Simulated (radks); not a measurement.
Values are calculated unless marked as measured or tabulated.
How relativity changes the ionisation of the iodine ion I+ ([Kr] 4d10 5s2 5p4) to I2+ ([Kr] 4d10 5s2 5p3). Spin-unpolarised spherical Kohn-Sham, LDA (Slater exchange, Perdew-Wang correlation), point nucleus unless stated (finite: rms radius 4.75 fm), a radial shooting solver on a logarithmic mesh with Libxc functionals. A level marked "c x" has the speed of light scaled by that factor and shares open shells by 2j + 1; other Dirac levels either fill j = l - 1/2 first or share by 2j + 1.

level                               E(I+) (hartree)  E(I2+) (hartree)  IE (eV)   HOMO  <r> HOMO (bohr)
non-rel.                                -6914.33531       -6913.59968   20.017     5p            2.337
scalar-rel.                             -7110.19682       -7109.45965   20.060     5p            2.318
scalar-rel., finite nucleus             -7109.96429       -7109.22711   20.060     5p            2.318
Dirac, 2j+1 shares                      -7112.81936       -7112.08106   20.090  5p3/2            2.349
Dirac, low j first                      -7112.84813       -7112.12977   19.548  5p3/2            2.354
Dirac, 2j+1 shares, finite nucleus      -7112.58602       -7111.84771   20.090  5p3/2            2.349
Dirac, c x 0.85                         -7197.78383       -7197.04407   20.130  5p3/2            2.356
Dirac, c x 1.5                          -6998.87692       -6998.14027   20.045  5p3/2            2.342
Dirac, c x 100                          -6914.35374       -6913.61811   20.017  5p3/2            2.337

NIST Atomic Spectra Database: 19.131 eV (measured). The relativistic part of the total energy of I+ is -198.3 hartree (Dirac, 2j+1 shares, finite nucleus), 2.9 % of the non-relativistic value. Spin polarisation and multiplet splitting of open shells are left out at every level.

Beside tabulated values, note that relativity, absent from the non-relativistic runs, is large for the heavy elements, and spin-unpolarised runs miss the spin-polarisation part of the exchange energy of open shells.
